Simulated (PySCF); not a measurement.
# Mo²⁺ (molybdenum, charge +2): UHF calculation

Configuration: [Kr] 4d4, high-spin 5D determinant. All numbers are calculated (PySCF 2.14, a scalar-relativistic core potential, in def2-TZVP with the def2 core potential (28 electrons)).

* Total energy: -66.779701 hartree
* One-electron energy: -107.3880 hartree
* Hartree (Coulomb) energy: 47.5628 hartree
* Exchange energy: -6.9546 hartree
* ⟨S²⟩: 6.0024
* ⟨L²⟩: 6.021
* Sum of ⟨r⟩: 16.65 bohr
* Sum of ⟨r²⟩: 27.06 bohr²
* Traceless quadrupole moment −½Σ⟨3z² − r²⟩ along its main axis: -0.987 e·bohr²
* Time after the integrals: 0.11 s of wall time on 1 thread of Neoverse-V2 (shared host)

```
shell  electrons  mean orbital energy (eV)  spread (eV)  rms radius, mean of both spins (bohr)
 4s α          1                   -101.76            0                                   1.19
 4s β          1                   -95.972            0                                   1.19
 4p α          3                   -71.223        0.955                                   1.32
 4p β          3                   -63.538        1.544                                   1.32
 4d α          4                   -27.537        1.285                                   1.85
```

Energies and moments cover only the electrons outside the core potential.
